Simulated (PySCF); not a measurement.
Input of a run (PBE0-D3(BJ)/def2-SVP geometry optimisation, gas phase (PySCF 2.14.0)), started from GFN2-xTB:
```
{"job": {"xc": "PBE0", "basis": "def2-SVP", "d3": "d3bj", "grid": 1, "kind": "geom"}, "charge": 0, "multiplicity": 2}
C      2.229910     0.595990    -0.008900
C      0.775830     0.420830     0.159200
C     -0.291120     0.442340    -0.912080
C     -1.550060     0.748040    -0.085250
C     -1.293430    -0.190400     1.119240
C      0.046510    -0.798540     0.678690
C     -0.238120    -1.095970    -0.808240
H      2.720770     0.641280     0.963750
H      2.440100     1.514410    -0.554960
H      2.688890    -0.235090    -0.563080
H     -0.176910     0.966550    -1.856870
H     -2.464490     0.497640    -0.623040
H     -1.593800     1.795630     0.209300
H     -2.071570    -0.944750     1.233620
H     -1.197220     0.356080     2.056300
H      0.506780    -1.525310     1.341580
H     -1.156140    -1.639130    -1.040360
H      0.606550    -1.536970    -1.332210
```

Output (energies in Eh, forces in Eh/bohr):
```
step   0  E = -272.76032877  max force = 0.007491
step   1  E = -272.76184445  max force = 0.002384
step   2  E = -272.76192238  max force = 0.001100
step   3  E = -272.76198634  max force = 0.001291
step   4  E = -272.76201207  max force = 0.001178
step   5  E = -272.76204146  max force = 0.000554
step   6  E = -272.76204798  max force = 0.000472
step   7  E = -272.76205059  max force = 0.000382
optimisation converged
```

Question: Summarise the run.

Answer: The energy falls by 0.047 eV over 8 energy and gradient evaluations, the largest force component goes from 0.0075 to 3.8e-04 Eh/bohr, and the atoms move by 0.068 Å rms after alignment. Among the bonds, C3–H11, C6–H16 and C7–H17 change most and about equally (+0.013 to +0.014 Å). Bonds longer at the end by more than 0.005 Å: 17 of 19; shorter: 0. The energy never rose by more than 1e-6 Eh on the way. The first step brought 88 % of the lowering.

Question: What are the final bond lengths?

Answer: C1–C2 1.480 Å, C2–C3 1.522 Å, C3–C4 1.537 Å, C4–C5 1.556 Å, C5–C6 1.537 Å, C6–C7 1.552 Å, C2–C6 1.522 Å, C3–C7 1.552 Å, C1–H8 1.101 Å, C1–H9 1.101 Å, C1–H10 1.111 Å, C3–H11 1.099 Å, C4–H12 1.101 Å, C4–H13 1.100 Å, C5–H14 1.101 Å, C5–H15 1.100 Å, C6–H16 1.099 Å, C7–H17 1.106 Å, C7–H18 1.099 Å. Numbering counts from 1 in the input's order; the species is `C[C]1[C@@H]2CC[C@H]1C2` [radical].

The run used 153 basis functions and 49 SCF cycles in all. Hardware: one thread of an Arm Neoverse V1 (shared host). Cost: 2.0 min wall.

PBE0-D3(BJ)/def2-SVP frequencies: not computed here. ⟨S²⟩ = 0.754 (exact for a doublet: 0.75).
